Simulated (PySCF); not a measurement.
Ethoxydichloroborane, C2H5BCl2O.
Numbering: `[CH3:1][CH2:2][O:3][B:4]([Cl:5])[Cl:6]` (hydrogens: H7, H8, H9 on C1; H10, H11 on C2)

Geometry (PBE0-D3(BJ)/def2-SVP, Å), atoms numbered from 1 in this order:
```xyz
11
C2H5BCl2O angstrom
C     -1.441    0.097    0.427
C     -0.179   -0.498    1.004
O      0.795   -0.719   -0.008
B      1.695    0.168   -0.421
Cl     1.814    1.789    0.277
Cl     2.804   -0.294   -1.702
H     -1.844   -0.539   -0.374
H     -1.248    1.100    0.016
H     -2.206    0.192    1.212
H      0.243    0.156    1.785
H     -0.377   -1.483    1.453
```

Computed with PySCF at PBE0/pcSseg-1 and CAM-B3LYP/def2-SVPD, non-relativistic, on one gas-phase PBE0-D3(BJ)/def2-SVP geometry that isn't relaxed in the solvent. The solvent is an IEF-PCM continuum (cavity from Bondi-type radii × 1.2). Only the electrostatic response of the medium enters.

Gas phase at PBE0/pcSseg-1: HOMO -8.96 eV, LUMO -0.19 eV, dipole 2.83 D.

**Question.** What does the continuum do to the energy, the frontier levels and the dipole at PBE0/pcSseg-1 in methanol and water?

**Answer.** 
| solvent | ε | E(solvent) − E(gas) (kcal/mol) | polarisation term (kcal/mol) | distortion of the solute (kcal/mol) | HOMO (eV) | LUMO (eV) | dipole (D) |
| --- | --- | --- | --- | --- | --- | --- | --- |
| methanol | 32.61 | -2.81 | -3.15 | 0.34 | -9.09 | -0.20 | 3.43 |
| water | 78.36 | -2.89 | -3.25 | 0.36 | -9.09 | -0.20 | 3.44 |

Polarisation term: ½ Σ q·V over the induced surface charges. Distortion: the rise of the solute's own energy as its density leaves the gas-phase optimum. From methanol to water the lowering changes by a factor 1.03, Onsager's factor (ε − 1)/(2ε + 1) by 1.03 and ε itself by 2.4.

**Question.** Which radius a makes the point-dipole formula ΔE = −[(ε − 1)/(2ε + 1)]·μ²/a³ give the value in water, with the gas-phase dipole?

**Answer.** μ = 1.115 au and |ΔE| = 0.00461 Eh give a = 2.70 Å; the farthest nucleus lies 3.47 Å from the centroid of the nuclei, so such a sphere wouldn't even hold the nuclei. The formula assumes a rigid point dipole at the centre of a sphere.

**Question.** Give the dipole vector in the frame of the coordinates (D, pointing from negative to positive charge), gas and water.

**Answer.** Gas (-2.27, -0.29, 1.67), solvent (-2.71, -0.31, 2.10). Its length changes by +22 % and its direction by 2°.

**Question.** Which Hirshfeld charges (PBE0/pcSseg-1) respond most in methanol (means over atoms taken as equivalent)?

**Answer.** 
```json
{"atoms": "Cl5/Cl6", "environment": "chlorine bonded to B", "gas (e)": "-0.085", "solvent (e)": "-0.094", "change": "-0.009"}
{"atoms": "H10/H11", "environment": "methylene hydrogen", "gas (e)": "+0.043", "solvent (e)": "+0.050", "change": "+0.007"}
{"atoms": "O3", "environment": "boron-bound oxygen", "gas (e)": "-0.162", "solvent (e)": "-0.167", "change": "-0.005"}
{"atoms": "C2", "environment": "sp3 carbon bound to oxygen", "gas (e)": "+0.018", "solvent (e)": "+0.021", "change": "+0.003"}
{"atoms": "H7/H8/H9", "environment": "methyl hydrogen", "gas (e)": "+0.046", "solvent (e)": "+0.048", "change": "+0.002"}
{"atoms": "B4", "environment": "three-coordinate boron", "gas (e)": "+0.206", "solvent (e)": "+0.208", "change": "+0.002"}
{"atoms": "C1", "environment": "methyl carbon", "gas (e)": "-0.118", "solvent (e)": "-0.117", "change": "+0.001"}
```

**Question.** Which Mayer bond orders change most in methanol?

**Answer.** 
```tsv
bond	length (Å)	gas	solvent	change
B4–Cl6	1.756	1.100	1.074	-0.026
O3–B4	1.330	1.288	1.308	+0.020
C2–O3	1.421	0.830	0.811	-0.019
B4–Cl5	1.768	1.062	1.057	-0.005
C1–C2	1.511	1.065	1.068	+0.003
C1–H9	1.100	0.959	0.956	-0.003
C2–H11	1.100	0.953	0.950	-0.003
C1–H7	1.100	0.959	0.958	-0.001
```

Gas phase at CAM-B3LYP/def2-SVPD: HOMO -10.33 eV, LUMO 0.68 eV, dipole 2.71 D.

**Question.** What does the continuum do to the energy, the frontier levels and the dipole at CAM-B3LYP/def2-SVPD in methanol?

**Answer.** 
```
 solvent      ε  E(solvent) − E(gas) (kcal/mol)  polarisation term (kcal/mol)  distortion of the solute (kcal/mol)  HOMO (eV)  LUMO (eV)  dipole (D)
methanol  32.61                           -2.72                         -3.11                                 0.39     -10.45       0.71        3.38
```

**Question.** How does the static polarisability (CAM-B3LYP/def2-SVPD, frozen core, with the continuum's full static response) change?

**Answer.** 
```tsv
medium	isotropic (au)	principal values (au)	⟨r²⟩ of the electrons (bohr²)
gas	69.4	56.8, 69.5, 81.8	1037.1
methanol	90.5	76.0, 93.1, 102.4	1036.8
```

The isotropic value in methanol is 1.30 times the gas-phase one; no cavity-field correction is applied. ⟨r²⟩ is taken about the centre of nuclear charge.
